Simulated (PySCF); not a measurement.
Start geometry of `C#C[Si]1(C=C)CC=CC1` from GFN2-xTB (Å):
```
atom  x, y, z in Å
C1     1.4716    2.8431    0.2306
C2     0.9580    1.7690    0.1333
Si3    0.2146    0.0697   -0.0038
C4     1.6423   -1.2058   -0.1538
C5     2.8942   -0.9150   -0.2077
C6    -1.0977   -0.0252   -1.3700
C7    -2.3533   -0.3055   -0.6182
C8    -2.3107   -0.4115    0.6926
C9    -1.0169   -0.2717    1.4297
H10    1.8713    3.8270    0.3153
H11    1.3086   -2.2535   -0.1986
H12    3.6736   -1.6579   -0.2809
H13    3.2066    0.1239   -0.1545
H14   -0.9269   -0.8189   -2.0893
H15   -1.1942    0.8841   -1.9378
H16   -3.2809   -0.3850   -1.1749
H17   -3.2099   -0.5983    1.2852
H18   -1.0816    0.5340    2.1497
H19   -0.7996   -1.1956    1.9736
```

**Question.** What comes out of this run: PySCF, PBE0-D3(BJ)/def2-SVP geometry optimisation, gas phase?

**Answer.** 
```
atom  x, y, z in Å
C1     1.508    2.755    0.289
C2     0.959    1.670    0.222
Si3    0.125    0.032    0.121
C4     1.437   -1.287   -0.018
C5     2.753   -1.052   -0.059
C6    -1.177   -0.030   -1.262
C7    -2.451   -0.295   -0.505
C8    -2.415   -0.397    0.832
C9    -1.099   -0.245    1.548
H10    1.988    3.716    0.349
H11    1.094   -2.330   -0.073
H12    3.489   -1.860   -0.146
H13    3.152   -0.032   -0.008
H14   -0.966   -0.820   -2.003
H15   -1.224    0.916   -1.829
H16   -3.397   -0.400   -1.050
H17   -3.329   -0.587    1.406
H18   -1.110    0.603    2.254
H19   -0.851   -1.138    2.147
```

The energy falls by 5.8 kcal/mol over 8 energy and gradient evaluations, the largest force component goes from 0.0823 to 2.6e-04 Eh/bohr, and the atoms move by 0.056 Å rms after alignment. The bond that changes most is Si3–C4 (four-coordinate silicon to alkene CH carbon), which shortens by 0.055 Å. Bonds longer at the end by more than 0.005 Å: 13 of 19; shorter: 3. Among the angles that change most is C2–C1–H10, from 176.6° to 179.7°. Rotational constants go from 1935, 1079, 880.2 to 1949, 1079, 886.7 MHz. The orientation of the end geometry is arbitrary; only internal coordinates are fixed.

The run used 180 basis functions and 55 SCF cycles in all. Time: 2.6 min of wall time; peak memory 0.85 GiB. Hardware: an AMD EPYC 7R43 with one thread, shared host.

No frequency check. One conformer, not necessarily the lowest.
